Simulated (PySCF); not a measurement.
P(2+): excitation energy

P(2+) [Ne] 3s2 3p1 (2P) → P(2+) [Ne] 3s1 3p2 (4P), as a difference of total energies. All numbers are calculated (PySCF 2.14, scalar relativity by spin-free X2C-1e, in aug-cc-pCVTZ-DK with one added diffuse shell each of s, p, d, f type (9s8p6d4f, 91 functions)). Correlated levels: valence: [Ne] frozen. The calculations carry no spin-orbit coupling.

```
           method  excitation energy (eV)
              UHF                   5.521
    MP2 (valence)                   6.499
SCS-MP2 (valence)                   6.882
   CCSD (valence)                   6.859
CCSD(T) (valence)                   6.886
```

Q: How much does correlation contribute at CCSD(T) (valence)?

A: 6.886 − (5.521) = 1.365 eV, measured against UHF.

A first-order spin-orbit estimate (lowest level to lowest level, LS coupling) adds 0.005 eV.
